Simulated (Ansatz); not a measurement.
System: AgI (charge 0, singlet). 
Geometry from a B3LYP-D3(BJ)/def2-TZVP (Ansatz, a quantum-chemistry and plane-wave program) optimisation:
```xyz
2

Ag     0.0000     0.0000    -1.3742
I      0.0000     0.0000     1.2186
```

Dipole moments at this geometry, in debye (magnitudes).

```csv
level,program,dipole (D)
PBE/def2-TZVPD,Ansatz,4.31
r2SCAN/def2-TZVPD,Ansatz,4.82
B3LYP/def2-TZVPD,Ansatz,4.77
BHLYP/def2-TZVPD,Ansatz,5.68
r2SCAN0/def2-TZVPD,Ansatz,5.42
HSE06/def2-TZVPD,Ansatz,…
CAM-B3LYP/def2-TZVPD,Ansatz,5.31
LC-wPBE/def2-TZVPD,Ansatz,5.99
CCSD(T)/def2-SVPD,Ansatz,…
```

**Question.** What belongs in the gaps?

**Answer.** 
- HSE06/def2-TZVPD, dipole (D): 5.12
- CCSD(T)/def2-SVPD, dipole (D): 5.75
